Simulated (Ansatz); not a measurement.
`BBBr` + H₂ → `BB` + HBr at 700 K and 1 bar (hydrogenolysis of a B–Br bond).

Isolated molecules relaxed with PBE0-D4/def2-TZVP in Ansatz; ΔE leaves out vibrations. CCSD(T)/CBS is the MP2 limit (def2-TZVPP, def2-QZVPP) plus CCSD(T) − MP2 in def2-TZVPP, frozen cores. This one scheme is used for every species. For Br outer-core shells are correlated without core-valence functions, which leaves a few kJ/mol of doubt a bond. Scalar relativity is left out up to krypton.

```
species  CCSD(T)/CBS energy (Eh)  H − E (kJ/mol)  S (J/(mol·K))
 `BBBr`              -2624.69394           133.9          363.3
     H₂                 -1.17544            46.8          155.3
   `BB`                -51.92346           144.0          294.9
    HBr              -2573.91920            36.5          223.7
```

H − E and S are ideal-gas, rigid-rotor, harmonic terms from PBE0-D4/def2-TZVP. For small species the MP2-based limit differs from directly extrapolated CCSD(T) by up to some mEh (0.8 for H₂); such offsets cancel only in part. 1 Eh = 2625.50 kJ/mol, R = 8.31446 J/(mol·K).

Task: By hand: ΔE, ΔH, ΔS and ΔG.

Result: ΔE = (-51.92346) + (-2573.91920) − (-2624.69394) − (-1.17544) = 0.02672 Eh = 70.2 kJ/mol. Δ(H − E) = 144.0 + 36.5 − 133.9 − 46.8 = -0.2, so ΔH = 70.0 kJ/mol. ΔS = 294.9 + 223.7 − 363.3 − 155.3 = 0.0 J/(mol·K). ΔG = 70.0 − 700 × (0.0)/1000 = 70.0 kJ/mol.

Task: By hand: the equilibrium constant, and the temperature at which ΔG would vanish if ΔH and ΔS stayed fixed.

Result: log₁₀ K = −ΔG/(RT ln 10) = -5.2. With ΔH or ΔS at zero there is no such temperature.

The number of gas molecules stays the same, so ΔS is small and ΔH decides. A doubt of 5 kJ/mol in ΔE shifts log₁₀ K by 0.4 here. These are equilibria of isolated gas molecules and say nothing of rates. Largest T1 diagnostic: 0.012 (customary marks: 0.02 for closed shells, 0.045 for open ones).

ΔS is within the doubt of such terms, so its sign, and with it that verdict, could turn.
